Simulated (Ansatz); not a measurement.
Molecule: C5H11O, net charge 0, doublet state. It need not be the lowest isomer of its formula. SMILES: CCC[CH]CO
Geometry from a B3LYP-D3(BJ)/def2-TZVP (Ansatz, a program for electronic structure) optimisation:
```
C
H 1 1.0944
H 1 1.0967 2 106.80
C 1 1.4859 2 110.09 3 119.21
H 4 1.0852 1 119.54 2 34.99
C 4 1.4833 5 116.87 1 -166.26
H 6 1.0984 4 111.61 5 75.02
H 6 1.0999 7 106.50 4 -119.99
O 6 1.4289 7 104.43 8 -117.44
H 9 0.9642 6 107.49 7 -170.82
C 1 1.5455 2 108.21 3 -115.99
H 11 1.0935 1 108.89 2 -65.32
H 11 1.0936 12 106.39 1 117.39
C 11 1.5252 12 110.02 13 118.96
H 14 1.0914 11 111.35 12 -58.45
H 14 1.0926 15 107.79 11 122.07
H 14 1.0926 15 107.79 16 115.88
```
Charge 0, spin multiplicity 2.

Property: atomisation energy (electronic, to ground-state atoms), in kcal/mol. Correlated levels leave the core frozen unless marked. Open shells are spin-unrestricted. Spin-orbit coupling is left out. Non-relativistic. The coupled-cluster limit lacks core correlation, which all-electron functionals hold. CBS marks a two-point X^-3 extrapolation of the correlation energy; Hartree-Fock from the larger set. [CCSD(T)-MP2]/basis is that difference in the basis named.

```tsv
level	program	atomisation energy (kcal/mol)	minus last row
SVWN5/def2-TZVPD	Ansatz	1810.7	224.3
r2SCAN/def2-TZVPD	Ansatz	1590.2	3.8
PBE0-D3(BJ)/def2-TZVP	Ansatz + dftd3	1597.5	11.1
PBE0/def2-TZVP	Ansatz	1591.0	4.6
BHLYP-D4/def2-TZVPD	Ansatz + dftd4	1546.9	-39.5
r2SCAN0-D4/def2-TZVPD	Ansatz + dftd4	1575.0	-11.4
HSE06-D3(BJ)/def2-TZVPD	Ansatz + dftd3	1598.0	11.6
HSE06/def2-TZVPD	Ansatz	1593.3	6.9
wB97M-V/def2-TZVPD	Ansatz	1587.6	1.2
B2GP-PLYP-D3(BJ)/def2-TZVPD	Ansatz + dftd3	1566.5	-19.9
RI-MP2/cc-pVQZ	Ansatz	1587.9	1.5
CCSD/cc-pVDZ	Ansatz	1461.9	-124.5
CCSD(T)/cc-pVDZ	Ansatz	1475.1	-111.3
CCSD(T)/cc-pVTZ	Ansatz	1549.8	-36.6
RI-MP2/CBS(cc-pVTZ,cc-pVQZ)+[CCSD(T)-MP2]/cc-pVTZ	Ansatz	1586.4	0.0
```
